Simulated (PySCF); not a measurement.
Compound: C4H6FN2Si (doublet state).
Geometry (GFN2-xTB, Å), atoms numbered from 1 in this order:
```
atom  x, y, z in Å
N1     0.1860    0.6692   -3.1917
C2    -0.1462    0.5836   -2.0979
C3    -0.4721    0.4167   -0.7220
F4    -1.2406    1.4891   -0.2701
C5    -1.1527   -0.9285   -0.3954
C6    -0.1649   -1.4555    0.5822
Si7    1.0192   -0.0213    0.4832
N8     1.1536    1.2391    1.6333
H9    -1.2856   -1.5690   -1.2746
H10   -2.1494   -0.7676    0.0303
H11   -0.2600   -2.4199    1.0541
H12    2.3256   -0.2190   -0.1261
H13    0.3407    1.7672    1.9104
H14    1.8456    1.2154    2.3622
```

The hyperfine couplings belong to this conformer and change with its torsions.

As a line formula: `N#C[C@@]1(F)C[CH][Si@@H]1N` [radical].

Theory: PySCF, UKS B3LYP, pcH-1 on C F H N Si, non-relativistic, mean-field spin-orbit, GIAO. Geometry: GFN2-xTB, one conformer, isolated molecule. Couplings are sensitive to structure, and on GFN2-xTB geometries they can be far from those on DFT ones.

Question: How many α and β electrons are there, and what is ⟨S²⟩ of the pure spin state?

Answer: Nα = 34, Nβ = 33 (67 in all), and S(S+1) = 0.75 for S = 1/2.

Mulliken spin populations, one withheld:

```
atom         bound to  population
  N1               C2     +0.0008
  C2           N1, C3     -0.0005
  C3  C2, F4, C5, Si7     +0.0035
  F4               C3     +0.0004
  C5  C3, C6, H9, H10     -0.0903
  C6     C5, Si7, H11     +0.9762
 Si7  C6, N8, C3, H12     +0.0076
  N8    Si7, H13, H14     +0.0184
  H9               C5     +0.0516
 H10               C5           ?
 H11               C6     -0.0363
 H12              Si7     +0.0152
 H13               N8     -0.0010
 H14               N8     -0.0003
```

Question: Complete the table.

Answer: The populations add up to Nα − Nβ = 1, and the others sum to 0.9453, so H10 holds +0.055.

Question: How is the spin shared among the elements?

Answer: Carbon +0.89, hydrogen +0.08, nitrogen +0.02, silicon +0.01, fluorine 0.00. The positive populations sum to 1.13, the negative ones to -0.13.

Question: The run gives ⟨S²⟩ = 0.7538. What does that say of the overlap of α and β orbitals, and of the weight of higher spin?

Answer: Σ|⟨iα|jβ⟩|² over occupied orbitals = Nβ − [⟨S²⟩ − S(S+1)] = 33 − 0.0038 = 32.9962. If the quartet state (S + 1) were the only admixture, its weight would be 0.0038/(2S + 2) = 0.13 %.

Question: What Fermi-contact NMR shifts do the couplings of C2, C3, F4, C5, Si7, N8, H11 imply at 298 K (Curie law, g = gₑ)?

Answer: δ = a_FC·h·gₑ μB S(S+1)/(3 g_N μN kT), with k/h = 20836.6 MHz/K:

| nuclei | isotope | a_FC (MHz) | g_N | contact shift (ppm) |
| --- | --- | --- | --- | --- |
| C2 | 13C | -2.29 | 1.4048 | -241 |
| C3 | 13C | -1.24 | 1.4048 | -131 |
| F4 | 19F | -6.50 | 5.2577 | -183 |
| C5 | 13C | -32.99 | 1.4048 | -3477 |
| Si7 | 29Si | 41.70 | -1.1106 | -5558 |
| N8 | 14N | 6.55 | 0.4038 | +2403 |
| H11 | 1H | -55.43 | 5.5857 | -1469 |

The shifts go as 1/T: at 348 K they are 0.856 times these.

H13 and H14 aren't averaged: N8 is flat or nearly so (angle sum 354°), and its turn about the short N8–Si7 bond (1.71 Å) is taken as slow.

Examples of negative spin density at the nucleus (bohr⁻³): Si7 (-0.0469), C5 (-0.0293) and H11 (-0.0124).

Hardware: an Arm Neoverse V2 with one thread, shared host. Cost: 91 s (with the writing of density and orbital grids), 1.0 GiB resident at most.
